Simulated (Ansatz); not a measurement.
`CN(C)c1ccc(-c2ccc(-c3ccc(C#N)cc3)cc2)cc1`, relaxed as a singlet with RKS PBE-D4/def2-SVP in Ansatz, starting from the GFN2-xTB geometry. Force threshold 0.03 eV/Å.

Single mean-field runs in def2-SVP are fitted with def2-universal-jkfit.

Start:

Cartesian coordinates in Å:
```
C 0.1097 -5.4116 -3.7126
N 1.1537 -4.7526 -2.9689
C 2.4450 -5.3861 -2.8828
C 0.8850 -3.6066 -2.2664
C 1.8185 -3.0528 -1.3773
C 1.5372 -1.9031 -0.6723
C 0.3247 -1.2322 -0.8232
C 0.0288 -0.0144 -0.0646
C 0.4167 0.1065 1.2700
C 0.1305 1.2457 1.9921
C -0.5435 2.3144 1.4020
C -0.8470 3.5247 2.1728
C -0.7322 4.7922 1.5991
C -1.0143 5.9279 2.3283
C -1.4252 5.8148 3.6576
C -1.7122 6.9696 4.4170
N -1.9450 7.9018 5.0436
C -1.5519 4.5523 4.2401
C -1.2613 3.4254 3.5023
C -0.9234 2.2002 0.0658
C -0.6492 1.0543 -0.6514
C -0.6005 -1.7734 -1.7138
C -0.3365 -2.9310 -2.4120
H 0.4555 -6.3890 -4.0408
H -0.1747 -4.8344 -4.5993
H -0.7799 -5.5599 -3.0937
H 2.5118 -6.1718 -3.6325
H 3.2405 -4.6638 -3.0812
H 2.6185 -5.8345 -1.8970
H 2.7738 -3.5278 -1.2220
H 2.2871 -1.5025 -0.0046
H 0.9316 -0.7134 1.7496
H 0.4529 1.3210 3.0210
H -0.3960 4.8833 0.5767
H -0.9183 6.9067 1.8811
H -1.8785 4.4699 5.2666
H -1.3759 2.4489 3.9492
H -1.4595 3.0118 -0.4054
H -0.9451 0.9903 -1.6886
H -1.5601 -1.2929 -1.8419
H -1.0914 -3.3080 -3.0824
```

```tsv
step	energy (eV)	largest force component (eV/Å)	SCF passes
1	-25001.5490	3.406	20
2	-25001.8883	0.368	22
3	-25001.9179	0.059	21
4	-25001.9236	0.030	20
5	-25001.9294	0.158	20
6	-25001.9338	0.085	22
7	-25001.9362	0.023	22
8	-25001.9380	0.035	20
9	-25001.9386	0.032	20
10	-25001.9388	0.020	23
```

Force components are those of the run's own axes.

End:

| atom | x (Å) | y (Å) | z (Å) |
| --- | --- | --- | --- |
| C1 | 0.238 | -5.291 | -4.021 |
| N2 | 1.167 | -4.828 | -3.010 |
| C3 | 2.370 | -5.584 | -2.730 |
| C4 | 0.891 | -3.679 | -2.295 |
| C5 | 1.786 | -3.188 | -1.301 |
| C6 | 1.497 | -2.028 | -0.583 |
| C7 | 0.317 | -1.280 | -0.803 |
| C8 | 0.022 | -0.051 | -0.038 |
| C9 | 0.486 | 0.124 | 1.288 |
| C10 | 0.203 | 1.284 | 2.012 |
| C11 | -0.556 | 2.335 | 1.449 |
| C12 | -0.857 | 3.564 | 2.216 |
| C13 | -0.985 | 4.818 | 1.570 |
| C14 | -1.270 | 5.980 | 2.288 |
| C15 | -1.440 | 5.926 | 3.692 |
| C16 | -1.733 | 7.115 | 4.434 |
| N17 | -1.974 | 8.091 | 5.042 |
| C18 | -1.313 | 4.681 | 4.352 |
| C19 | -1.027 | 3.526 | 3.622 |
| C20 | -1.019 | 2.165 | 0.124 |
| C21 | -0.739 | 1.003 | -0.599 |
| C22 | -0.567 | -1.770 | -1.792 |
| C23 | -0.300 | -2.932 | -2.517 |
| H24 | 0.641 | -6.202 | -4.500 |
| H25 | 0.077 | -4.532 | -4.820 |
| H26 | -0.761 | -5.545 | -3.595 |
| H27 | 2.406 | -6.474 | -3.385 |
| H28 | 3.294 | -4.989 | -2.916 |
| H29 | 2.408 | -5.937 | -1.674 |
| H30 | 2.728 | -3.712 | -1.095 |
| H31 | 2.233 | -1.674 | 0.155 |
| H32 | 1.067 | -0.678 | 1.768 |
| H33 | 0.599 | 1.386 | 3.034 |
| H34 | -0.830 | 4.884 | 0.483 |
| H35 | -1.357 | 6.946 | 1.769 |
| H36 | -1.453 | 4.630 | 5.441 |
| H37 | -0.962 | 2.563 | 4.148 |
| H38 | -1.630 | 2.952 | -0.344 |
| H39 | -1.103 | 0.916 | -1.633 |
| H40 | -1.514 | -1.243 | -1.980 |
| H41 | -1.038 | -3.269 | -3.256 |

By distances, no bond broke or formed. The bond that changes most is C16–N17, from 1.15 to 1.17 Å (atoms count from 1).

The force fell under the threshold at step 7, but the optimiser went on and released 0.003 eV more. No frequencies were taken in this run, so the end may be a saddle point.

Hardware: 2 threads of AMD EPYC 7R13 on a shared host and a share (18 GiB) of an NVIDIA H100 80GB HBM3. Wall time 27 s.
